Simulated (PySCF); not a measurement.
Choosing a molecule for a target property.

Each SMILES stands for a single optimised conformer of the isolated species (atoms past krypton carry core potentials, spin–orbit coupling is left out). Electronic properties by PySCF.

The conformers computed, where there is a choice (atom-mapped SMILES and torsion angles):
- `[CH3:1][S:2][c:3]1[cH:4][cH:5][c:6]([CH3:7])[cH:8][cH:9]1`: C1–S2–C3–C4 180°
- `[SiH3:1][CH2:2][C@H:3]1[CH:4]=[N:5]1`: Si1–C2–C3–C4 -32°
- `[OH:1][c:2]1[cH:3][cH:4][c:5]([F:6])[cH:7][cH:8]1`: H–O1–C2–C3 0°
- `[CH:1]#[C:2][C@@:3]1([CH:4]2[CH2:5][CH2:6][CH2:7]2)[CH2:8][S:9]1`: C2–C3–C4–C5 -71°
- `[CH3:1][O:2][Si@H:3]([CH3:4])[C:5]#[N:6]`: C1–O2–Si3–C4 174°
- `[H]/[P:7]=[C:5](\[Si:2]([CH3:1])([CH3:3])[CH3:4])[SiH3:6]`: C1–Si2–C5–Si6 -1°

**Question.** Wanted: lowest triplet excitation (Tamm–Dancoff) above 4.2 eV (TDA wB97X-D/def2-SVPD) and dipole moment below 2.2 D (wB97X-D/def2-SVPD), at PBE0-D3(BJ)/def2-SVP geometries. Which candidate meets both?
A. `[H][Sn]([H])([H])[C](C)(C)C`
B. `Oc1ccc(F)cc1`
C. `C([SiH3])[C@H]1C=N1`
D. `CSc1ccc(C)cc1`

**Answer.** A. Computed values:
```csv
species,lowest triplet excitation (Tamm–Dancoff),dipole moment
CSc1ccc(C)cc1,3.82 eV,1.47 D
Oc1ccc(F)cc1,4.01 eV,2.02 D
C([SiH3])[C@H]1C=N1,4.41 eV,2.31 D
[H][Sn]([H])([H])[C](C)(C)C,6.01 eV,0.95 D
```

**Question.** Wanted: electronic spatial extent ⟨r²⟩ about the centre of nuclear charge between 1200 bohr² and 1700 bohr² (wB97X-D/def2-SVPD) and HOMO–LUMO gap above 8.9 eV (wB97X-D/def2-SVPD), at PBE0-D3(BJ)/def2-SVP geometries. Which candidate meets both?
A. `C#C[C@@]1(C2CCC2)CS1`
B. `[H]/P=C(\[Si](C)(C)C)[SiH3]`
C. `Oc1ccc(F)cc1`
D. `CSc1ccc(C)cc1`
E. `[SiH3]C[C@H]1C=N1`
F. `CO[Si@@H](C#N)C`

**Answer.** A. Computed values:
```
                    species  electronic spatial extent ⟨r²⟩ about the centre of nuclear charge  HOMO–LUMO gap
          [SiH3]C[C@H]1C=N1                                                          576 bohr²       10.79 eV
            CO[Si@@H](C#N)C                                                          818 bohr²       11.78 eV
               Oc1ccc(F)cc1                                                          928 bohr²        9.40 eV
       C#C[C@@]1(C2CCC2)CS1                                                         1402 bohr²        9.72 eV
[H]/P=C(\[Si](C)(C)C)[SiH3]                                                         1589 bohr²        8.74 eV
              CSc1ccc(C)cc1                                                         1753 bohr²        9.02 eV
```

**Question.** Wanted: smallest rotational constant between 1 GHz and 1.3 GHz (PBE0-D3(BJ)/def2-SVP) and HOMO energy above -10 eV (wB97X-D/def2-SVPD), at PBE0-D3(BJ)/def2-SVP geometries. Which candidate meets both?
A. `Oc1ccc(F)cc1`
B. `CSC1=CC=C(C)C=C1`
C. `[Si@@H](C)(C#N)OC`
D. `[H]/P=C(/[SiH3])[Si](C)(C)C`
E. `[C@@]1(C#C)(CS1)C1CCC1`

**Answer.** A. Computed values:
```
                    species  smallest rotational constant  HOMO energy
           CSC1=CC=C(C)C=C1                     0.645 GHz     -7.62 eV
[H]/P=C(/[SiH3])[Si](C)(C)C                     0.834 GHz     -9.24 eV
     [C@@]1(C#C)(CS1)C1CCC1                     0.899 GHz     -8.55 eV
               Oc1ccc(F)cc1                     1.159 GHz     -8.33 eV
          [Si@@H](C)(C#N)OC                     1.512 GHz    -10.64 eV
```

**Question.** Wanted: lowest singlet excitation between 4.7 eV and 5 eV (TDDFT wB97X-D/def2-SVPD) and static isotropic polarisability above 100 au (wB97X-D/def2-SVPD), at PBE0-D3(BJ)/def2-SVP geometries. Which candidate meets both?
A. `C(C[CH2][SnH3])C`
B. `[SiH3]C[C@H]1C=N1`
C. `CO[Si@H](C)C#N`
D. `CSC1=CC=C(C)C=C1`
E. `C#C[C@@]1(C2CCC2)CS1`
F. `[H]/P=C(/[SiH3])[Si](C)(C)C`

**Answer.** D. Computed values:
```
                    species  lowest singlet excitation  static isotropic polarisability
[H]/P=C(/[SiH3])[Si](C)(C)C                    3.78 eV                         127.7 au
       C#C[C@@]1(C2CCC2)CS1                    4.61 eV                         107.9 au
           CSC1=CC=C(C)C=C1                    4.83 eV                         117.7 au
          [SiH3]C[C@H]1C=N1                    5.06 eV                          66.3 au
             CO[Si@H](C)C#N                    6.95 eV                          68.1 au
           C(C[CH2][SnH3])C                    7.32 eV                          93.7 au
```
